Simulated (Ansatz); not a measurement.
The inner images of a band of F5H2STa (9 atoms, charge 0, multiplicity 1) are given out of order.

These are results of Ansatz, RKS PBE-D4/def2-SVP, not measurements.

Image 0:

```xyz
9
Properties=species:S:1:pos:R:3
Ta -0.086 0.062 0.146
F 1.782 0.424 0.155
F -0.101 0.461 2.001
F 0.204 -0.942 -1.446
F -0.756 1.657 -0.562
F -1.687 -0.928 0.390
S 0.903 -2.377 1.251
H 0.966 -3.036 0.058
H 2.216 -2.015 1.178
```

Image 6:

```xyz
9
Properties=species:S:1:pos:R:3
Ta -0.266 -0.311 0.270
F 1.989 0.043 0.313
F -0.183 0.218 2.083
F 0.059 -1.157 -1.395
F -0.096 1.429 -0.415
F -2.091 -0.686 0.279
S 0.908 -2.339 1.240
H 1.050 -3.010 0.060
H 2.072 -0.881 0.737
```

Task: Put them in order from the first end to the last, with their energies above the first end.
A.
```xyz
9
Properties=species:S:1:pos:R:3
Ta -0.235 -0.264 0.254
F 1.934 0.036 0.316
F -0.209 0.204 2.085
F 0.040 -1.174 -1.385
F -0.124 1.472 -0.439
F -2.055 -0.673 0.277
S 0.986 -2.328 1.240
H 1.142 -2.986 0.056
H 1.963 -0.983 0.767
```
B.
```xyz
9
Properties=species:S:1:pos:R:3
Ta -0.143 -0.087 0.175
F 1.771 0.230 0.266
F -0.258 0.202 2.044
F 0.129 -1.167 -1.365
F -0.366 1.617 -0.541
F -1.935 -0.706 0.210
S 1.032 -2.376 1.287
H 1.223 -2.986 0.083
H 1.989 -1.421 1.012
```
C.
```xyz
9
Properties=species:S:1:pos:R:3
Ta -0.112 0.027 0.148
F 1.771 0.339 0.139
F -0.093 0.359 2.015
F 0.122 -1.017 -1.425
F -0.652 1.676 -0.546
F -1.794 -0.819 0.371
S 0.922 -2.402 1.237
H 1.114 -3.020 0.036
H 2.163 -1.838 1.197
```
D.
```xyz
9
Properties=species:S:1:pos:R:3
Ta -0.170 -0.172 0.222
F 1.832 0.125 0.284
F -0.229 0.188 2.079
F 0.060 -1.176 -1.373
F -0.210 1.552 -0.474
F -1.991 -0.676 0.259
S 1.052 -2.336 1.253
H 1.176 -2.977 0.056
H 1.923 -1.224 0.865
```
E.
```xyz
9
Properties=species:S:1:pos:R:3
Ta -0.125 -0.015 0.162
F 1.770 0.282 0.200
F -0.164 0.262 2.037
F 0.117 -1.095 -1.383
F -0.507 1.671 -0.541
F -1.880 -0.723 0.290
S 0.970 -2.409 1.255
H 1.166 -3.020 0.052
H 2.094 -1.648 1.098
```

Result: C (+0.4 kcal/mol), E (+2.0 kcal/mol), B (+5.7 kcal/mol), D (+13.4 kcal/mol), A (+19.0 kcal/mol).

Time of the run: 3.3 min on 4 threads of Arm Neoverse V1, on a shared host, peak memory 0.2 GiB.
